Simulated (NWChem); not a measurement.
# C3H6OS; SMILES CSCC=O

```xyz
11

C     -1.3288    -1.1973     0.1468
S      0.4392    -1.2006    -0.2214
C      0.9216     0.3708     0.5604
C      0.3628     1.4650    -0.3042
O     -0.6440     2.0730    -0.0493
H     -1.5103    -1.3297     1.2237
H     -1.7616    -2.0487    -0.3967
H     -1.8107    -0.2702    -0.1972
H      2.0221     0.3795     0.5645
H      0.5361     0.4390     1.5890
H      0.9160     1.6251    -1.2653
```
Atoms are numbered in this order, from 1.

Computed with NWChem. Pople sets run with spherical d functions. Geometry: optimised at PBE0/def2-SVP. Total energies compare along this basis series because the functional is fixed.

| level | basis functions | energy (Ha) | highest occupied level (eV) | orbital gap (eV) | dipole (D) |
|---|---|---|---|---|---|
| Hartree-Fock/STO-3G | 35 | -582.6982 | ___ | ___ | ___ |
| Hartree-Fock/3-21G | 61 | -586.4248 | -9.72 | 13.47 | 1.26 |
| Hartree-Fock/6-31G* | 86 | -589.4517 | -9.64 | 13.36 | 1.51 |
| Hartree-Fock/6-31+G* | 106 | -589.4575 | -9.73 | 11.63 | 1.69 |
| Hartree-Fock/6-311G** | 134 | -589.5280 | -9.68 | 13.05 | 1.52 |
| Hartree-Fock/6-311++G** | 160 | -589.5330 | -9.71 | 10.89 | 1.70 |

Q: Some entries are withheld; supply them.

A: 
- Hartree-Fock/STO-3G, highest occupied level (eV): -6.95
- Hartree-Fock/STO-3G, orbital gap (eV): 14.73
- Hartree-Fock/STO-3G, dipole (D): 1.04
